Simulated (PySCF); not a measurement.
Compound: CH3NSeSi.
Geometry (PBE0-D3(BJ)/def2-SVP, Å), atoms numbered from 1 in this order:
```xyz
7
CH3NSeSi angstrom
N      2.2165   -1.4374    0.1445
C      1.3907   -0.6255    0.0791
Si     0.0278    0.6343   -0.0205
Se    -1.8452   -0.2843   -0.9065
H      0.4627    1.6980   -0.9617
H     -0.1708    1.1508    1.3595
H     -2.0479   -1.1649    0.2557
```

Jobs on this species (7 atoms, 64 electrons) with PySCF (density fitting). Hardware of each: an Arm Neoverse N1 with one thread, no GPU, on a shared host. The host was shared with other jobs, so the times are rough. Peak memory is the resident size of the whole Python process, interpreter and libraries included.

```
                                                                 level and settings                                                          work  basis functions  SCF cycles  wall time  peak memory
                                                 PBE0-D3(BJ)/def2-SVP, grid level 1  geometry optimisation from a GFN2-xTB start shaken at random               93           ?          ?            ?
    delta-SCF UKS PBE0, pcX-2 on the ionised atom, pcseg-1 elsewhere, spin-free X2C                                 ΔSCF core ionisation, 4 holes              130           ?          ?            ?
 delta-SCF UKS SCAN, pcX-2 on the ionised atom, pcseg-1 elsewhere, non-relativistic                                 ΔSCF core ionisation, 4 holes              130          66       23 s     0.50 GiB
   delta-SCF UKS B3LYP, pcX-2 on the ionised atom, pcseg-1 elsewhere, spin-free X2C                                 ΔSCF core ionisation, 4 holes              130          60       35 s     0.50 GiB
    delta-SCF UKS SCAN, pcX-2 on the ionised atom, pcseg-1 elsewhere, spin-free X2C                                 ΔSCF core ionisation, 4 holes              130          66       23 s     0.39 GiB
      delta-SCF UKS HF, pcX-2 on the ionised atom, pcseg-1 elsewhere, spin-free X2C                                 ΔSCF core ionisation, 4 holes              130          71       27 s     0.50 GiB
    delta-SCF UKS SCAN, pcX-1 on the ionised atom, pcseg-1 elsewhere, spin-free X2C                                 ΔSCF core ionisation, 4 holes              110          67       19 s     0.50 GiB
     delta-SCF UKS PBE, pcX-2 on the ionised atom, pcseg-1 elsewhere, spin-free X2C                                 ΔSCF core ionisation, 4 holes              130          66       17 s     0.50 GiB
delta-SCF UKS SCAN, def2-TZVP on the ionised atom, pcseg-1 elsewhere, spin-free X2C                                 ΔSCF core ionisation, 4 holes              107          65       21 s     0.50 GiB
```

Problem. Fill in the missing figures.

Solution. 
- PBE0-D3(BJ)/def2-SVP, grid level 1; geometry optimisation from a GFN2-xTB start shaken at random: 49 s, 0.39 GiB, 63 SCF cycles
- delta-SCF UKS PBE0, pcX-2 on the ionised atom, pcseg-1 elsewhere, spin-free X2C; ΔSCF core ionisation, 4 holes: 36 s, 0.50 GiB, 60 SCF cycles

Problem. What do all jobs in the table cost together?

Solution. About 4.2 min; the longest takes about 20 % of that, and about 2.9 times as long as the shortest.
